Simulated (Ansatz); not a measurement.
Compare A (`C[Se]C(C)=O`) with its isomer B (`CC1OC[Se]1`).

Computed with Ansatz on PBE0-D4/def2-TZVP structures; ΔE is electronic, products minus reactants. CCSD(T)/CBS is the MP2 limit (def2-TZVPP, def2-QZVPP) plus CCSD(T) − MP2 in def2-TZVPP, frozen cores. DFT in def2-TZVPP. B3LYP here is the variant with VWN-RPA as its local correlation; programs differ in this. For Se outer-core shells are correlated without core-valence functions, which leaves a few kJ/mol of doubt a bond. Scalar relativity is left out up to krypton. Each species was taken in one conformer, which may not be the lowest.

Problem. Which is lower in electronic energy at CCSD(T)/CBS, and by how much? (An estimate is asked.)

Solution. The calculation gave: A, by 25.1 kcal/mol.

Problem. Give E(B) − E(A) in kcal/mol with MP2/def2-TZVPP, B3LYP, PBE0-D4, B3LYP-D4, HF/def2-TZVPP, B2PLYP, ωB97M-V. (Best estimate.)

Solution. The calculation gave: MP2/def2-TZVPP 25.7, B3LYP 29.6, PBE0-D4 25.5, B3LYP-D4 29.5, HF/def2-TZVPP 27.5, B2PLYP 28.6, ωB97M-V 25.5. None reverses the order clearly.

Largest T1 diagnostic: 0.013.

From PBE to PBE0 (25 % exact exchange), in def2-TZVPP and without D4, E(B) − E(A) moves by −3.2 kcal/mol. In def2-TZVPP, CCSD(T) changes the Hartree–Fock value by −2.2 kcal/mol (the triples alone add +0.6 kcal/mol) and MP2 by −1.9 kcal/mol.
